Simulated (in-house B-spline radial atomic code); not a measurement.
Al⁹⁺. Computed with a B-spline radial atomic code. Model: all-electron spherical atom, spin shells full or empty, radial basis limit, no spin-orbit coupling: exact exchange with a local potential (Slater, KLI or optimised effective potential, whose far tail is KLI's), no correlation.

The run also made RPA and GW results, which its time includes.

The Slater potential averages the orbital exchange potentials with the orbital densities as weights, KLI adds orbital constants, and the optimised effective potential minimises the exact-exchange energy among local potentials. So their energies lie above Hartree-Fock in the order OEP, KLI, Slater. All fall off as −1/r, unlike LDA and GGA exchange.

Command:
```bash
python run_gw.py task.json out
```
Settings (lengths in bohr, energies in hartree):
```
Z                      13
electrons              4
configuration          [He] 2s2
hamiltonian            nr
method                 oep
lmax                   9
spin_polarised         False
box_radius             7.11
intervals              61
ion_configuration      [He] 2s1
```

Cost of the run: 2.9 s on 1 thread of Arm Neoverse N1, on a shared host.

Given: hamiltonian non-relativistic; mean-field start exchange-only OEP.

Computed: energy above Hartree-Fock 0.84306 millihartree; virial ratio -E/T less 1 0.

| radius (bohr) | r times exchange potential (hartree bohr) |
| --- | --- |
| 0.00385 | -0.0429 |
| 0.00453 | -0.050439 |
| 0.00533 | -0.059292 |
| 0.00628 | -0.069764 |
| 0.0074 | -0.082055 |
| 0.00871 | -0.096346 |
| 0.0103 | -0.11354 |
| 0.0121 | -0.1328 |
| 0.0142 | ? |
| 0.0168 | -0.1818 |
| 0.0197 | -0.21099 |
| 0.0232 | -0.24502 |
| 0.0274 | -0.28402 |
| 0.0322 | -0.32602 |
| 0.038 | -0.37294 |
| 0.0447 | -0.42192 |
| 0.0526 | -0.47261 |
| 0.062 | -0.52346 |
| 0.073 | -0.57104 |
| 0.086 | -0.61272 |
| 0.101 | -0.64435 |
| 0.119 | -0.66293 |
| 0.14 | -0.66136 |
| 0.165 | -0.62562 |
| 0.195 | -0.53076 |
| 0.229 | ? |
| 0.27 | -0.46884 |
| 0.318 | -0.64237 |
| 0.375 | -0.76539 |
| 0.441 | -0.84221 |
| 0.519 | -0.90111 |
| 0.612 | -0.9459 |
| 0.72 | -0.97484 |
| 0.848 | -0.99047 |
| 0.999 | -0.99719 |
| 1.18 | -0.99937 |
| 1.39 | -0.99992 |

Q: What belongs in the row 0.0142?

A: r times exchange potential (hartree bohr): -0.15493.

Q: What belongs in the row 0.229?

A: r times exchange potential (hartree bohr): -0.4202.

| occupied | level (hartree) | Hartree-Fock level (hartree) |
| --- | --- | --- |
| 1s | -69.937 | -71.966 |
| 2s | -14.468 | -14.468 |

| empty | level (hartree) |
| --- | --- |
| 2p | -13.519 |
| 3s | ? |
| 3p | -5.812 |
| 3d | -5.6122 |
| 4s | -3.3389 |
| 4p | -3.2297 |
| 4d | -3.1517 |
| 4f | -3.1272 |

Q: What belongs in the row 3s?

A: level (hartree): -6.0798.
